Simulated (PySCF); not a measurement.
## Correlation energy of K- (potassium, charge -1)

[Ar] 4s2, closed-shell 1S. All numbers are calculated (PySCF 2.14, the non-relativistic Hamiltonian (point nucleus), in def2-QZVPPD (11s6p4d3f, 70 functions)). Frozen: [Ne]; 10 electrons correlated.

```json
{"level": "CCSD", "correlation energy (mhartree)": "-248.68"}
{"level": "(T)", "correlation energy (mhartree)": "-8.07"}
{"level": "CCSD(T)", "correlation energy (mhartree)": "-256.75"}
```

Diagnostics: T1 = 0.027, D1 = 0.0851, largest double amplitude 0.112.

Cost of the coupled-cluster step: roughly 2.2 core-seconds, for 10 correlated electrons.

This basis was not built for core-valence correlation, so the inner-shell part is incomplete.
